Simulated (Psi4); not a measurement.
Input for Psi4:
```
memory 2 GB

molecule {
0 1
  B     0.11652606    0.06752544   -0.08202754
  Cl    1.23096382    1.34030012   -0.40287988
  Cl   -0.95429921    0.23427116    1.25396330
  C     0.08887607   -1.19561844   -0.98481235
  C    -0.73746253   -2.22732725   -0.81195614
  H     0.78932441   -1.23962342   -1.81059382
  H    -0.72828658   -3.08888477   -1.45947137
  H    -1.45544772   -2.23915666   -0.00760430
}

set basis cc-pvdz
set freeze_core true

energy('mp4')
print_variables()
```

**Question.** What is the computed nuclear repulsion energy (Psi4 with MP4/cc-pVDZ)?

**Answer.** 233.9440 Eh

**Question.** Give the total energy at the level MP4/cc-pVDZ.

**Answer.** -1021.9364 Eh

**Question.** Give the MP2 correlation energy at the level MP4/cc-pVDZ.

**Answer.** -0.6115 Eh

**Question.** Estimate the number of basis functions that MP4/cc-pVDZ returns for this input.

**Answer.** 93
